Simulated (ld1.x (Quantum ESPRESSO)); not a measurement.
magnesium (Mg): excitation energies, all-electron against TM

- Element: Mg (Z = 12)
- Generator: ld1.x (Quantum ESPRESSO) 7.5
- Type: norm-conserving Troullier–Martins (Kleinman–Bylander form)
- Functional: PBE
- Relativity: non-relativistic
- Frozen core: [Ne]
- Valence charge: 2
- Reference configuration: 3s1 3p0 (charge +1)
- Partial waves: 3p (bound, empty): rc 2.00 bohr; 3s (bound): rc 2.50 bohr
- Local potential: the s channel
- Core correction: a·sin(br)/r model core, default radius (core density twice the valence density)

Energies are relative to the spin-unpolarised reference configuration 3s1 3p0; without spin polarisation the order of configurations can differ from experiment.

```tsv
valence configuration	charge	ΔE all-electron (eV)	error AE − PS (meV)
3s2 3p0	0	-7.949	+11
3s0 3p2	0	-0.800	+3.4
3s0 3p1	+1	4.345	+8.3
```

(1) What are ΔE and the potential's error for 3s1 3p1?

(2) What are ΔE and the potential's error for 3s1.5 3p0?

Levels in the configuration 3s0 3p1:

| level | all-electron (eV) | pseudo (eV) |
| --- | --- | --- |
| 3p | -7.807 | -7.790 |

Answers

(1) ΔE = -4.473 eV all-electron; the error (AE − PS) is +4.5 meV.

(2) ΔE = -4.809 eV all-electron; the error (AE − PS) is +3.8 meV.
